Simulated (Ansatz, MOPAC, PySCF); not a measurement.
Stepwise substitution at one centre (Ga Br-OH). All species are isolated molecules in the gas phase. One relaxed conformer stands for each flexible species; it need not be the lowest. Strings in code marks are SMILES.

Quantity: vertical ionisation energy (energy after one electron is removed minus that of the parent at the parent's geometry), in eV.

Level 1: B3LYP/6-31G* // B3LYP-D3(BJ)/def2-TZVP (PySCF)
Level 2: minus the HOMO energy of HF/6-31G* // B3LYP-D3(BJ)/def2-TZVP (PySCF)
Level 3: minus the HOMO energy of PM7 // B3LYP-D3(BJ)/def2-TZVP (MOPAC)
Level 4: HF/cc-pVTZ // B3LYP-D3(BJ)/def2-TZVP (Ansatz, a quantum-chemistry and plane-wave program)

| species | level 2 | level 3 | level 4 |
|---|---|---|---|
| `[OH][Ga]([OH])[Br]` (H–O–Ga–Br torsion 0°, Br–Ga–O–H torsion -180°) | 11.76 | 11.04 | 10.34 |

Q: What does level 1 give for each?

A: 
- `[OH][Ga]([OH])[Br]` (H–O–Ga–Br torsion 0°, Br–Ga–O–H torsion -180°): 10.82
